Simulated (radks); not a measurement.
The numbers below are computed, except where a source is named.
Task: The mean radii <r> (bohr) of the occupied orbitals of an atom or ion are listed with their occupations. Level of theory: Dirac Kohn-Sham, relativistic LDA (MacDonald-Vosko exchange, VWN5 correlation), spin-unpolarised, spherical densities, finite nucleus; Fermi nuclear charge, rms radius of each element as measured or else 0.836 A^(1/3) + 0.57 fm (a radial shooting solver on a logarithmic mesh with Libxc functionals).

| orbital | occ. | <r> |
|---|---|---|
| 1s1/2 | 2 | 0.01907 |
| 2s1/2 | 2 | 0.08008 |
| 2p1/2 | 2 | 0.06634 |
| 2p3/2 | 4 | 0.07403 |
| 3s1/2 | 2 | 0.2089 |
| 3p1/2 | 2 | 0.1986 |
| 3p3/2 | 4 | 0.2129 |
| 3d3/2 | 4 | 0.1866 |
| 3d5/2 | 6 | 0.1910 |
| 4s1/2 | 2 | 0.4680 |
| 4p1/2 | 2 | 0.4736 |
| 4p3/2 | 4 | 0.5057 |
| 4d3/2 | 4 | 0.5232 |
| 4d5/2 | 6 | 0.5341 |
| 5s1/2 | 2 | 1.046 |
| 5p1/2 | 1 | 1.115 |
| 4f5/2 | 6 | 0.6017 |
| 4f7/2 | 6 | 0.6087 |
| 5p3/2 | 2 | 1.180 |

Name the element and its charge.

Result: Z = 72, hafnium, charge +9: Hf9+ in [Kr] 4d10 4f(5/2: 6, 7/2: 6) 5s2 5p(1/2: 1, 3/2: 2). The 1s radius gives Z: for a bare nucleus <r> = (2 gamma + 1)/(2Z) with gamma = sqrt(1 - (Z/c)^2), 0.01876 bohr for Z = 72, and screening makes it slightly larger (0.01907 here). The occupations add up to 63, and the charge is Z minus that.
